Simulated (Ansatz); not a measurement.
Geometry optimisation, RKS PBE/def2-SVP (Ansatz).

The input (input.yaml):

```yaml
crystal:
  periodic: [false, false, false]
  atoms:
    - { symbol: Sn, position_ang: [0.06109, 0.045597, 0.225722] }
    - { symbol: H, position_ang: [0.443299, -0.08612, 1.898762] }
    - { symbol: Cl, position_ang: [2.452559, -0.01211, 0.231894] }
    - { symbol: H, position_ang: [-0.584077, 1.413846, -0.598979] }
    - { symbol: Cl, position_ang: [-0.895971, -1.908013, -0.712099] }
basis:
  gaussian: { orbitals: def2-SVP }
hamiltonian:
  xc: pbe
relax:
  f_tol: 0.03
  max_steps: 50
```

Run as:

```bash
$ ansatz run input.yaml --threads 1 --pin off --max-ram 2048MiB --backend cpu --events-out ev --progress --plain --runs-dir out
```

Question: Where does it end, and by what steps?

Answer: The run converged. After 4 steps the energy has fallen by 0.469 eV; H2 moved furthest, 0.47 Å.

| step | energy less start (eV) | largest force component (eV/Å) | accepted |
| --- | --- | --- | --- |
| 0 | 0.0000 | 1.067 | yes |
| 1 | -0.3115 | 0.558 | yes |
| 2 | -0.4525 | 0.250 | yes |
| 3 | -0.4679 | 0.038 | yes |
| 4 | -0.4685 | 0.019 | yes |

```xyz
5
Properties=species:S:1:pos:R:3
Sn 0.192 0.041 0.317
H -0.005 -0.076 2.022
Cl 2.513 -0.024 -0.141
H -0.461 1.407 -0.501
Cl -0.763 -1.895 -0.651
```

Whether the end is a true minimum wasn't checked by a vibrational analysis.

The run took 12 s on 1 thread of Arm Neoverse V1, with other jobs on the host, peak memory 0.12 GiB.
